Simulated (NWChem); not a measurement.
Species: C2H6B cation

```xyz
9

C      0.0000     0.0000     1.4827
B      0.0000     0.0000     0.0000
C      0.0000     0.0000    -1.4827
H     -0.7883     0.6643     1.8729
H     -0.1811    -1.0148     1.8729
H      0.9694     0.3505     1.8729
H      0.3505     0.9694    -1.8729
H     -1.0148    -0.1811    -1.8729
H      0.6643    -0.7883    -1.8729
```
Atoms are numbered in this order, from 1.

Program: NWChem. Pople sets run with spherical d functions. STO-3G and 3-21G are far too small for this property and stand as cheap habits. Geometry: optimised at B3LYP/6-31G* (spherical d). B3LYP is NWChem's, with the RPA form of VWN correlation. GIAO values for the isolated, static molecule; σ is the absolute isotropic shielding, δ = σ(reference) − σ with the isolated reference molecule computed at the same levels (11B: boron trifluoride, 13C: tetramethylsilane, 1H: tetramethylsilane).

```csv
level,δ C1 (ppm),δ B2 (ppm),δ H4 (ppm)
KT2/pcSseg-1,7.6,86.5,2.76
B3LYP/6-31G*,?,?,?
Hartree-Fock/STO-3G,15.5,91.1,3.36
BHandHLYP/pcSseg-1,8.0,99.1,2.72
```

**Question.** Some entries are withheld; supply them.

**Answer.** 
- B3LYP/6-31G*, δ C1 (ppm): 5.0
- B3LYP/6-31G*, δ B2 (ppm): 85.3
- B3LYP/6-31G*, δ H4 (ppm): 2.53
